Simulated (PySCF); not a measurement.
From one molecule to another.

First species: C5H7FOS.
InChI=1S/C5H7FOS/c1-2-3-7-5(8)4-6/h2H,1,3-4H2

Second species: C5H3FO2.
Z-matrix (Å and degrees, GFN2-xTB geometry), rows numbered from 1:
```
O 
C   1  1.1968
C   2  1.4808  1  127.87
C   3  1.3367  2  111.44  1  -168.16
C   4  1.4808  3  111.43  2    -0.16
O   5  1.1968  4  127.87  3   168.68
C   2  1.5381  1  126.83  3  -178.62
F   7  1.3646  2  113.20  1    39.63
H   3  1.0766  2  121.41  1    10.78
H   4  1.0767  3  127.16  2   178.88
H   7  1.0998  2  109.78  1   -80.13
```

Levels: CAM-B3LYP/def2-SVPD for dipole moment, HOMO energy, LUMO energy, HOMO–LUMO gap, static isotropic polarisability and electronic spatial extent ⟨r²⟩ about the centre of nuclear charge; TDDFT CAM-B3LYP/def2-SVPD for lowest singlet excitation; TDA CAM-B3LYP/def2-SVPD for lowest triplet excitation (Tamm–Dancoff); GFN2-xTB for rotational constant A and rotational constant C. Geometries: GFN2-xTB. Each structure is a single optimised conformer of the isolated species, non-relativistic unless stated; the electronic structure was computed with PySCF and density fitting.

The conformers computed, where there is a choice (atom-mapped SMILES and torsion angles):
- `[CH2:1]=[CH:2][CH2:3][O:4][C:5](=[S:6])[CH2:7][F:8]`: C1–C2–C3–O4 134°, C2–C3–O4–C5 179°, C3–O4–C5–S6 0°, O4–C5–C7–F8 7°

Values for the first species:

| Property | Result |
| --- | --- |
| Dipole moment | 1.33 D |
| HOMO energy | -8.25 eV |
| LUMO energy | -0.53 eV |
| HOMO–LUMO gap | 7.72 eV |
| Lowest singlet excitation | 3.50 eV |
| Lowest triplet excitation (Tamm–Dancoff) | 3.15 eV |
| Static isotropic polarisability | 88.3 au |
| Electronic spatial extent ⟨r²⟩ about the centre of nuclear charge | 1503 bohr² |
| Rotational constant A | 2.351 GHz |
| Rotational constant C | 0.722 GHz |

Task: Estimate the same properties for the second species, and the change in each.

Result: 
```json
{"property": "dipole moment", "first": "1.33 D", "second": "4.25 D", "second less first": "+2.92 D"}
{"property": "HOMO energy", "first": "-8.25 eV", "second": "-9.37 eV", "second less first": "-1.12 eV"}
{"property": "LUMO energy", "first": "-0.53 eV", "second": "-2.11 eV", "second less first": "-1.58 eV"}
{"property": "HOMO–LUMO gap", "first": "7.72 eV", "second": "7.26 eV", "second less first": "-0.46 eV"}
{"property": "lowest singlet excitation", "first": "3.50 eV", "second": "3.25 eV", "second less first": "-0.25 eV"}
{"property": "lowest triplet excitation (Tamm–Dancoff)", "first": "3.15 eV", "second": "2.81 eV", "second less first": "-0.34 eV"}
{"property": "static isotropic polarisability", "first": "88.3 au", "second": "62.2 au", "second less first": "-26.1 au"}
{"property": "electronic spatial extent ⟨r²⟩ about the centre of nuclear charge", "first": "1503 bohr²", "second": "805 bohr²", "second less first": "-698 bohr²"}
{"property": "rotational constant A", "first": "2.351 GHz", "second": "3.313 GHz", "second less first": "+0.962 GHz"}
{"property": "rotational constant C", "first": "0.722 GHz", "second": "1.362 GHz", "second less first": "+0.640 GHz"}
```

On the first: In wavenumbers S1 is 28200 cm⁻¹ (1 eV = 8065.54 cm⁻¹). S1 lies 4.22 eV below the HOMO–LUMO gap; its leading configuration is HOMO→LUMO, weight 0.98.

On the second: The principal polarisabilities are 40.8, 61.4 and 84.2 au; their mean is the isotropic value. 1 of the 8 computed singlets lies in the visible range (750 to 380 nm, 1.65 to 3.26 eV), with an oscillator strength of 0.000.
